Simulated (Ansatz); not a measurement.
Reaction (redistribution): `F[SiH]([SiH3])[CH2][AlH2]` + `[SiH3][SiH3]` → `[AlH2][SiH3]` + `F[SiH]([SiH3])C[SiH3]`

Program: Ansatz. Geometries: PBE0-D4/def2-TZVP. ΔE: electronic, gas phase. CCSD(T)/CBS is the MP2 limit (def2-TZVPP, def2-QZVPP) plus CCSD(T) − MP2 in def2-TZVPP, frozen cores. This one scheme is used for every species. Functionals use def2-TZVPP. B3LYP here is the variant with VWN-RPA as its local correlation; programs differ in this. Each species was taken in one conformer, which may not be the lowest.

| level | ΔE (kcal/mol) | difference from CCSD(T)/CBS |
| --- | --- | --- |
| PBE-D4 | 5.7 | 2.0 |
| r2SCAN-D4 | 5.6 | 1.9 |
| B3LYP-D4 | 3.4 | -0.3 |
| ωB97X-V | 3.6 | -0.1 |
| B2PLYP | 3.1 | -0.6 |
| PBE | 5.4 | 1.7 |
| r2SCAN | 5.6 | 1.9 |
| MP2/def2-TZVPP | 3.8 | 0.1 |
| SCS-MP2/def2-TZVPP | 2.7 | -1.0 |
| CCSD/def2-TZVPP | 2.5 | -1.2 |
| CCSD(T)/def2-TZVPP | 3.4 | -0.3 |
| HF/def2-QZVPP | -1.2 | -4.9 |
| MP2/def2-QZVPP | 4.1 | 0.4 |
| SCS-MP2/def2-QZVPP | 2.9 | -0.8 |
| HF/CBS(def2) | -1.2 | -4.9 |
| CCSD/CBS(def2) | 2.9 | -0.8 |
| CCSD(T)/CBS | 3.7 | 0 |

Largest T1 diagnostic among the species: 0.013.

In def2-TZVPP, CCSD(T) changes the Hartree–Fock value by +4.6 kcal/mol (the triples alone add +0.8 kcal/mol) and MP2 by +5.1 kcal/mol.
